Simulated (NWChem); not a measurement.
System: CH3BrClIn; SMILES [Cl][In]([CH3])[Br]

The following NWChem deck was run.

```
start job
memory heap 200 mb stack 900 mb global 1100 mb
geometry units angstroms noautoz
  In     0.341144    -0.476760     0.004430
  Cl    -1.569375    -1.879231    -0.008170
  Br    -0.271457     1.953245     0.000504
  C      2.360440    -1.241574     0.007261
  H      2.982692    -0.598625     0.656132
  H      2.736870    -1.206973    -1.032625
  H      2.345430    -2.283427     0.375209
end
basis spherical
  In library def2-svp
  Cl library def2-svp
  Br library def2-svp
  C library def2-svp
  H library def2-svp
end
ecp
  In library def2-ecp
end
dft
  xc pbe0
  iterations 150
  mulliken
end
task dft energy
```

NWChem printed, in part:

```
             Northwest Computational Chemistry Package (NWChem) 7.3.0
             --------------------------------------------------------

 C1  symmetry detected

                             Geometry "geometry" -> ""
                             -------------------------

 Output coordinates in angstroms (scale by  1.889725989 to convert to a.u.)

  No.       Tag          Charge          X              Y              Z
 ---- ---------------- ---------- -------------- -------------- --------------
    1 In                  49.0000     0.30987227    -0.49446446     0.00207164
    2 Cl                  17.0000    -1.61807850    -1.87292712    -0.00154396
    3 Br                  35.0000    -0.27229312     1.94301303    -0.00050102
    4 C                    6.0000     2.31943596    -1.28448258    -0.00340124
    5 H                    1.0000     2.95247941    -0.64906045     0.64243872
    6 H                    1.0000     2.69177410    -1.25508961    -1.04491938
    7 H                    1.0000     2.29298321    -2.32589080     0.36516065

 Effective nuclear repulsion energy (a.u.)     794.9268509158

                                 NWChem DFT Module
                                 -----------------

 Summary of "ao basis" -> "ao basis" (spherical)
 ------------------------------------------------------------------------------
       Tag                 Description            Shells   Functions and Types
 ---------------- ------------------------------  ------  ---------------------
 In                         def2-svp                10       26   4s4p2d
 Cl                         def2-svp                 8       18   4s3p1d
 Br                         def2-svp                12       32   5s4p3d
 C                          def2-svp                 6       14   3s2p1d
 H                          def2-svp                 3        5   2s1p

            General Information
            -------------------
          SCF calculation type: DFT
          Wavefunction type:  closed shell.
          No. of atoms     :     7
          No. of electrons :    82
           Alpha electrons :    41
            Beta electrons :    41
          Charge           :     0
          Spin multiplicity:     1
          Use of symmetry is: off; symmetry adaption is: off
          Maximum number of iterations: 150
          AO basis - number of functions:   105
                     number of shells:    45
          Convergence on energy requested:  1.00D-06
          Convergence on density requested:  1.00D-05
          Convergence on gradient requested:  5.00D-04

              XC Information
              --------------
                         PBE0 Method XC Functional
                     Hartree-Fock (Exact) Exchange  0.250
          PerdewBurkeErnzerhof Exchange Functional  0.750
            Perdew 1991 LDA Correlation Functional  1.000 local
           PerdewBurkeErnz. Correlation Functional  1.000 non-local

             Grid Information
             ----------------
          Grid used for XC integration:  medium
          Radial quadrature: Mura-Knowles
          Angular quadrature: Lebedev.
          Tag              B.-S. Rad. Rad. Pts. Rad. Cut. Ang. Pts.
          ---              ---------- --------- --------- ---------
          In                  1.55      123           9.0       590
          Cl                  1.00       88          12.0       590
          Br                  1.15      112          12.0       590
          C                   0.70       49          11.0       434
          H                   0.35       45          12.0       434
          Grid pruning is: on
          Number of quadrature shells:   507
          Spatial weights used:  Erf1

      Superposition of Atomic Density Guess
      -------------------------------------

 Sum of atomic energies:       -3288.58227717

      Non-variational initial energy
      ------------------------------

 Total energy =   -3260.566825
 1-e energy   =   -5449.932421
 2-e energy   =    1765.174326
 HOMO         =      -0.346509
 LUMO         =      -0.048017

     ---------------------------------------------
      Total Density - Mulliken Population Analysis
     ---------------------------------------------

    Atom       Charge   Shell Charges
 -----------   ------   -------------------------------------------------------
    1 In  21    19.72   2.59 -0.60  0.71  0.27  3.24  2.76  0.50  0.16  9.70  0.39
    2 Cl  17    17.58   2.00  1.99  1.24  0.73  5.94  2.19  3.49  0.01
    3 Br  35    35.55   2.00  2.00  2.00  1.37  0.59  6.00  5.99  2.41  3.19  8.23  1.73  0.05
    4 C    6     6.56   1.99  0.95  0.31  2.00  1.28  0.01
    5 H    1     0.86   0.65  0.19  0.03
    6 H    1     0.86   0.65  0.19  0.03
    7 H    1     0.87   0.65  0.19  0.03

   convergence    iter        energy       DeltaE   RMS-Dens  Diis-err
 ---------------- ----- ----------------- --------- --------- ---------
 d= 0,ls=0.0,diis     1  -3263.4602038440 -3.69D+03  1.39D-02  4.27D-01
 d= 0,ls=0.0,diis     2  -3263.4491559196  1.10D-02  7.55D-03  4.88D-01
 d= 0,ls=0.0,diis     3  -3263.5202503958 -7.11D-02  1.24D-03  1.60D-02
 d= 0,ls=0.0,diis     4  -3263.5222738905 -2.02D-03  3.77D-04  1.67D-03
 d= 0,ls=0.0,diis     5  -3263.5224880862 -2.14D-04  1.00D-04  1.70D-04
  Resetting Diis
 d= 0,ls=0.0,diis     6  -3263.5225123746 -2.43D-05  1.42D-05  1.97D-06
 d= 0,ls=0.0,diis     7  -3263.5225125597 -1.85D-07  4.36D-06  4.56D-08

         Total DFT energy =    -3263.522512559750
      One electron energy =    -5452.512842741894
           Coulomb energy =     1907.201163160805
    Exchange-Corr. energy =     -142.402103321958
 Nuclear repulsion energy =      424.191270343297

 Numeric. integr. density =       82.000004932960

                       DFT Final Molecular Orbital Analysis
                       ------------------------------------

 Vector   39  Occ=2.000000D+00  E=-3.072590D-01
              MO Center= -7.6D-01, -1.1D+00, -6.0D-04, r^2= 5.0D+00
   Bfn.  Coefficient  Atom+Function         Bfn.  Coefficient  Atom+Function
  ----- ------------  ---------------      ----- ------------  ---------------
    38      0.409503  2 Cl py                37     -0.334496  2 Cl px
    35      0.301792  2 Cl py                60      0.247261  3 Br py
    34     -0.244221  2 Cl px                57      0.223762  3 Br py
    80     -0.187898  4 C  px                32      0.175492  2 Cl py
    54     -0.149414  3 Br py                31     -0.142328  2 Cl px

 Vector   40  Occ=2.000000D+00  E=-3.047028D-01
              MO Center= -4.0D-01,  1.5D+00, -9.2D-04, r^2= 3.1D+00
   Bfn.  Coefficient  Atom+Function         Bfn.  Coefficient  Atom+Function
  ----- ------------  ---------------      ----- ------------  ---------------
    61      0.567346  3 Br pz                58      0.492100  3 Br pz
    55     -0.328906  3 Br pz                39     -0.227037  2 Cl pz
    36     -0.159358  2 Cl pz                52      0.106880  3 Br pz
    33     -0.093518  2 Cl pz                18     -0.076643  1 In d -1
    13      0.059097  1 In pz                23      0.040802  1 In d -1

 Vector   41  Occ=2.000000D+00  E=-2.969651D-01
              MO Center= -1.5D-01,  1.4D+00, -1.8D-04, r^2= 3.4D+00
   Bfn.  Coefficient  Atom+Function         Bfn.  Coefficient  Atom+Function
  ----- ------------  ---------------      ----- ------------  ---------------
    59      0.551415  3 Br px                56      0.488901  3 Br px
    53     -0.324653  3 Br px                80      0.132592  4 C  px
    37      0.115849  2 Cl px                38      0.111485  2 Cl py
    50      0.105450  3 Br px                17     -0.103729  1 In d -2
    83      0.092091  4 C  px                34      0.088874  2 Cl px

 Vector   42  Occ=0.000000D+00  E=-6.688530D-02
              MO Center=  2.7D-01, -3.4D-01,  3.0D-02, r^2= 5.1D+00
   Bfn.  Coefficient  Atom+Function         Bfn.  Coefficient  Atom+Function
  ----- ------------  ---------------      ----- ------------  ---------------
     4      0.764154  1 In s                  3      0.597394  1 In s
    79     -0.506388  4 C  s                 60      0.408133  3 Br py
     1     -0.343515  1 In s                 83      0.279711  4 C  px
    37     -0.277357  2 Cl px                80      0.251136  4 C  px
    38     -0.235149  2 Cl py                57      0.235367  3 Br py

 Vector   43  Occ=0.000000D+00  E=-5.654229D-02
              MO Center=  2.5D-01, -4.5D-01, -2.5D-02, r^2= 4.5D+00
   Bfn.  Coefficient  Atom+Function         Bfn.  Coefficient  Atom+Function
  ----- ------------  ---------------      ----- ------------  ---------------
    13      0.612224  1 In pz                16      0.565168  1 In pz
    61     -0.231495  3 Br pz                39     -0.229996  2 Cl pz
    10     -0.159085  1 In pz                 7     -0.147542  1 In pz
    58     -0.142640  3 Br pz                97      0.133314  6 H  s
    36     -0.127544  2 Cl pz                92     -0.099045  5 H  s

 Vector   44  Occ=0.000000D+00  E= 3.307355D-02
              MO Center=  5.4D-01, -5.2D-01, -3.2D-02, r^2= 6.4D+00
   Bfn.  Coefficient  Atom+Function         Bfn.  Coefficient  Atom+Function
  ----- ------------  ---------------      ----- ------------  ---------------
    15      1.004321  1 In py                14      0.478716  1 In px
    30      0.444574  2 Cl s                 49     -0.409431  3 Br s
    12      0.383020  1 In py                37      0.294368  2 Cl px
    60      0.254077  3 Br py                59     -0.241201  3 Br px
   102      0.226237  7 H  s                 11      0.174432  1 In px

     ---------------------------------------------
      Total Density - Mulliken Population Analysis
     ---------------------------------------------

[...]
```

Level: PBE0/def2-SVP with def2 effective core potentials on In. All runs use the structure optimised with PBE-D3(BJ)/def2-SVP. Not confirmed as a minimum by frequencies. def2 effective core potentials on In; no spin-orbit coupling.
